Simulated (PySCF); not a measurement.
Match the calculated data to a structure.

All candidates are C5H8ClNSi.

| technique | computed result |
| --- | --- |
| NMR, other nuclei | isotropic shieldings of nuclei other than C and H, by class: -31 (1 N), 345 (1 Si), 976 (1 Cl) ppm [GIAO PBE0/pcSseg-1] |
| UV, first state | lowest singlet excitation: 6.78 eV (183 nm, f = 0.209) [TDDFT CAM-B3LYP/def2-SVPD] |
| 1H NMR | chemical shifts (computed TMS as zero) by class: 6.20 (1 H), 5.80 (1 H), 5.55 (1 H), 5.37 (1 H), 2.28 (1 H), 2.13 (1 H), 2.13 (1 H), 1.78 (1 H) ppm [GIAO PBE0/pcSseg-1] |
| 13C NMR | chemical shifts (computed TMS as zero) by class: 138.7 (1 C), 125.3 (1 C), 120.5 (1 C), 26.9 (1 C), 2.9 (1 C) ppm [GIAO PBE0/pcSseg-1] |
| Rotational structure | rotational constants A, B, C: 1.695, 1.061, 0.763 GHz [GFN2-xTB] |
| Dipole | 2.72 D [CAM-B3LYP/def2-SVPD] |
| Triplet | lowest triplet excitation (Tamm–Dancoff): 4.35 eV [TDA CAM-B3LYP/def2-SVPD] |
| Polarisability | 98.8 au [CAM-B3LYP/def2-SVPD] |

The electronic properties come from PySCF, for the isolated species, density fitting. Levels stand in brackets. Geometry: GFN2-xTB, one conformer, isolated molecule. NMR values are class means; diastereotopic atoms form classes of their own.

**Question.** Which candidate is it?
A. `[H]/N=C/C(=C\C=C)[SiH2]Cl`
B. `C=C(C#N)[Si](C)(C)Cl`
C. `C=CC[Si@H](Cl)CC#N`

**Answer.** C. It is `C=CC[Si@H](Cl)CC#N`. Numbering: `[CH2:1]=[CH:2][CH2:3][Si@H:4]([Cl:5])[CH2:6][C:7]#[N:8]`. Its formula, C5H8ClNSi, gives 3 degrees of unsaturation: 0 rings and 3 π bonds in the structure found. 5 carbons fall into 5 classes; from least to most shielded: alkene CH carbon [C2] (138.7 ppm), terminal =CH2 carbon [C1] (125.3 ppm), nitrile carbon [C7] (120.5 ppm), sp3 carbon bound to silicon [C3] (26.9 ppm), sp3 carbon bound to silicon [C6] (2.9 ppm). Hydrogen classes from least to most shielded: 1 H on an alkene CH carbon, C2 (6.20 ppm), 1 H on a terminal =CH2 carbon, C1 (5.80 ppm), 1 H on a terminal =CH2 carbon, C1 (5.55 ppm), 1 H on a chlorine-bound silicon, Si4 (5.37 ppm), 1 H on an sp3 carbon bound to silicon, C3 (2.28 ppm), 1 H on an sp3 carbon bound to silicon, C3 (2.13 ppm), 1 H on an sp3 carbon bound to silicon, C6 (2.13 ppm), 1 H on an sp3 carbon bound to silicon, C6 (1.78 ppm). The other shieldings belong to: -31 ppm, nitrile nitrogen [N8]; 345 ppm, chlorine-bound silicon [Si4]; 976 ppm, silicon-bound chlorine [Cl5]. The optimised geometry has point group C1 and is an asymmetric top.

The others, at the same levels:
- `C=C(C#N)[Si](C)(C)Cl` fails: it has 4 carbon classes against 5; its computed 13C shifts are 157.0 (1 C), 129.2 (1 C), 123.0 (1 C), 3.5 (2 C) ppm, 1H shifts are 7.05 (1 H), 6.85 (1 H), 0.60 (6 H) ppm and rotational constant A is 1.981 GHz (against 1.695 GHz).
- `[H]/N=C/C(=C\C=C)[SiH2]Cl` fails: its computed 13C shifts are 172.7 (1 C), 159.0 (1 C), 144.9 (1 C), 138.7 (1 C), 134.3 (1 C) ppm, 1H shifts are 10.86 (1 H), 9.13 (1 H), 7.37 (1 H), 7.27 (1 H), 5.99 (1 H), 5.93 (1 H), 5.42 (2 H) ppm and rotational constant A is 1.602 GHz (against 1.695 GHz).

Each candidate is one conformer, not necessarily the lowest. Dipoles, sizes and rotational constants follow the conformer. The torsions of the flexible species, by atom-mapped SMILES:
- `[CH2:1]=[CH:2][CH2:3][Si@H:4]([Cl:5])[CH2:6][C:7]#[N:8]`: C1–C2–C3–Si4 99°, C2–C3–Si4–Cl5 60°, C3–Si4–C6–C7 -57°
- `[CH2:1]=[C:2]([C:3]#[N:4])[Si:5]([CH3:6])([CH3:7])[Cl:8]`: C1–C2–Si5–C6 117°
- `[H]/[N:6]=[CH:5]/[C:4](=[CH:3]\[CH:2]=[CH2:1])[SiH2:7][Cl:8]`: C1–C2–C3–C4 -179°, C3–C4–C5–N6 180°, C3–C4–Si7–Cl8 0°
